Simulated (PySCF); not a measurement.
## Electronic absorption of C5H10FP

Species: C5H10FP.
SMILES: `C[C@@H]1C[C@H](F)CP1`

Theory: TDDFT CAM-B3LYP/def2-SVPD, vertical, gas phase, core orbitals frozen in the response (PySCF). Geometry: GFN2-xTB, one conformer, isolated molecule.

Task: Predict the UV-vis stick spectrum at this level.

Result: 

| state | E (eV) | E (kJ/mol) | λ (nm) | f | main configurations (H = HOMO, L = LUMO) |
| --- | --- | --- | --- | --- | --- |
| S1 | 6.44 | 621 | 192.5 | 0.048 | H→L+1 (47%), H→L (35%) |
| S2 | 6.65 | 641 | 186.5 | 0.049 | H→L (33%), H→L+1 (30%), H→L+2 (29%) |
| S3 | 7.32 | 706 | 169.4 | 0.114 | H→L+2 (38%), H→L (23%), H→L+5 (12%) |
| S4 | 7.62 | 735 | 162.8 | 0.044 | H→L+3 (61%), H→L+6 (20%), H→L+4 (10%) |
| S5 | 7.99 | 771 | 155.1 | 0.015 | H→L+4 (51%), H-1→L (9%) |
| S6 | 8.26 | 797 | 150.1 | 0.0088 | H-1→L (23%), H→L+6 (22%), H→L+2 (10%) |
| S7 | 8.36 | 807 | 148.3 | 0.051 | H-1→L+1 (27%), H-1→L (25%), H→L+6 (10%) |
| S8 | 8.43 | 813 | 147.1 | 0.033 | H→L+5 (50%), H→L+6 (19%), H→L+3 (11%) |

Triplets (Tamm–Dancoff): T1 5.34 eV, H→L+1 (59%), H→L+3 (11%); T2 5.60 eV, H→L+2 (55%), H→L (23%); T3 6.94 eV, H→L (53%), H→L+6 (18%).

The lowest singlet comes at 193 nm (621 kJ/mol) in the vacuum ultraviolet; it is of moderate strength; its leading configuration is HOMO→LUMO+1 (47%). The strongest level in the table is S3 at 7.32 eV (169 nm, f = 0.114). Löwdin shares by element: HOMO phosphorus 62%, carbon 18% or more, hydrogen 7% or more; LUMO carbon 23% or more, hydrogen 22% or more (atoms not listed hold the other 55%). Orbital energies (eV): HOMO-3 -10.92, HOMO-2 -10.33, HOMO-1 -10.13, HOMO -8.28, LUMO 1.20, LUMO+1 1.49, LUMO+2 2.01. The oscillator strengths of these states sum to 0.363; summed over the whole spectrum of an exact calculation they would give the number of electrons, 64 (Thomas–Reiche–Kuhn). The listed states span 1.99 eV, and the widest gap between neighbours is 0.67 eV (S2 to S3). The window holds the lowest 8 singlets.
